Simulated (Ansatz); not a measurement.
System: sum formula H₃SiO₃, net charge 0, doublet state. It need not be the lowest isomer of its formula. 
Geometry from a B3LYP-D3(BJ)/def2-TZVP (Ansatz, a quantum-chemistry and plane-wave program) optimisation:
```xyz
7

Si    -0.0585    -0.0377     0.3615
O     -0.8689     1.2701    -0.2270
O     -0.5742    -1.3722    -0.4551
O      1.5457     0.1681     0.0489
H     -0.6334     2.1348     0.1220
H     -1.5100    -1.5895    -0.4086
H      2.1425    -0.5458     0.2917
```
Charge 0, spin multiplicity 2.

Basis-set convergence of Hartree-Fock and CCSD correlation energies (hartree) with Ansatz. Correlated levels leave the core frozen unless marked. Open shells are spin-unrestricted. Spin-orbit coupling is left out. Non-relativistic.

```csv
basis,functions,E(HF),"E(corr, CCSD)"
cc-pV(D+d)Z,80,-515.38235,-0.65716
cc-pV(T+d)Z,171,-515.49748,-0.83086
cc-pV(Q+d)Z,319,-515.52245,-0.89081
cc-pV(5+d)Z,538,-515.52822,-0.91218
```

Extrapolating the two largest sets (X = 4 and 5) as X^-3: E(corr) = (125·(-0.91218) - 64·(-0.89081))/61 = -0.9346 Eh, an estimate of the basis-set limit. The largest set recovers 97.6 % of it, the smallest 70.3 %.
